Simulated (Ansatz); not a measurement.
Cost and result for the atomization energy of `C[O][Ge]([CH3])([NH2])[Cl]` (14 atoms, 13 bonds).

Cartesian coordinates in Å:
```
C 0.6910 -1.5082 -1.4836
O -0.3961 -1.1320 -0.6696
Ge -0.4292 0.4478 0.1127
C 0.9458 0.7134 1.4419
N -2.1065 0.5214 0.7920
Cl -0.0705 1.9175 -1.4616
H 0.4702 -2.4945 -1.8968
H 0.8416 -0.8091 -2.3134
H 1.6263 -1.5794 -0.9141
H 0.8466 -0.0427 2.2211
H 0.8443 1.7052 1.8836
H 1.9290 0.6381 0.9780
H -2.3780 1.4201 1.1651
H -2.8145 0.2023 0.1444
```

Total charge 0; spin multiplicity 1. Correlated methods include outer-core shells of Ge, which these sets cover unevenly. Scalar relativity is left out up to krypton. Geometry: relaxed with PBE0-D4/def2-TZVP. It is one conformer, not always the lowest. Program: Ansatz. All runs use 2 threads of an AMD EPYC 7R13 on a shared host and a share of an NVIDIA H100 80 GB. Times are those of one run each, without the atoms' runs, and a repeat can differ threefold. Electronic energies, without spin–orbit coupling; frozen cores. CCSD(T)/CBS adds CCSD(T) − MP2 in def2-TZVPP to the MP2 limit, and its time is that of the two runs behind it. T1 = 0.010. With those shells the extrapolation isn't a true limit. B3LYP takes the VWN-RPA correlation (the form of Gaussian; ORCA's B3LYP/G).

CCSD(T)/CBS is a level of theory with its own doubt, some kJ/mol a heavy atom from the limit and from the frozen cores, so smaller differences don't rank the functionals.

| level | functions | wall time | atomization (kJ/mol) | difference from CCSD(T)/CBS | per bond |
| --- | --- | --- | --- | --- | --- |
| B2PLYP/def2-TZVPP | 326 | 7.5 s | 4998.1 | -73.2 | -5.6 |
| ωB97X-V/def2-TZVPP | 326 | 8.5 s | 5078.9 | 7.6 | 0.6 |
| ωB97M-V/def2-TZVPP (with forces) | 326 | 10 s | 5065.2 | -6.1 | -0.5 |
| PBE0-D4/def2-TZVPP | 326 | 13 s | 5053.9 | -17.4 | -1.3 |
| B3LYP-D4/def2-TZVPP (with forces) | 326 | 13 s | 5044.4 | -26.9 | -2.1 |
| MP2/def2-QZVPP | 627 | 13 s | 5095.7 | 24.4 | 1.9 |
| PBE-D4/def2-TZVPP (with forces) | 326 | 13 s | 5143.1 | 71.8 | 5.5 |
| CCSD(T)/def2-TZVPP | 326 | 14 s | 4944.3 | -127.0 | -9.8 |
| r2SCAN-D4/def2-TZVPP (with forces) | 326 | 15 s | 5062.6 | -8.7 | -0.7 |
| CCSD(T)/CBS(def2) | – | 27 s | 5071.3 | 0.0 | 0.0 |

The D4 term adds +53.0 kJ/mol with B3LYP and +28.4 kJ/mol with PBE0; it sums over pairs of atoms, weighted by their polarisabilities, and B3LYP, whose exchange is more repulsive, gets the larger term. From PBE to PBE0 (25 % exact exchange), in def2-TZVPP and without D4, the atomization energy moves by −84.6 kJ/mol: exact exchange takes away binding that semilocal exchange gives to molecules. In def2-TZVPP, CCSD(T) changes the Hartree–Fock value by +1336.1 kJ/mol (the triples alone add +77.9 kJ/mol) and MP2 by +1413.0 kJ/mol; breaking electron pairs costs correlation energy, which Hartree–Fock lacks.
